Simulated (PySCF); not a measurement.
## Correlation energy of Ti²⁺ (titanium, charge +2)

[Ar] 3d1 4s1, high-spin 3D determinant (an excited configuration). Computed with PySCF 2.14 in def2-QZVPPD (11s6p5d3f2g, 93 functions), with no relativity, point nucleus. Frozen: [Ne]; 10 electrons correlated.

```json
{"level": "CCSD", "correlation energy (mhartree)": "-279.38"}
{"level": "(T)", "correlation energy (mhartree)": "-6.69"}
{"level": "CCSD(T)", "correlation energy (mhartree)": "-286.07"}
```

Diagnostics: T1 = 0.0071, D1 = 0.0291, largest double amplitude 0.037.

Q: Is a single reference adequate?

A: Yes: T1 lies below 0.03 and no double amplitude reaches 0.07.

This basis was not built for core-valence correlation, so the inner-shell part is incomplete.
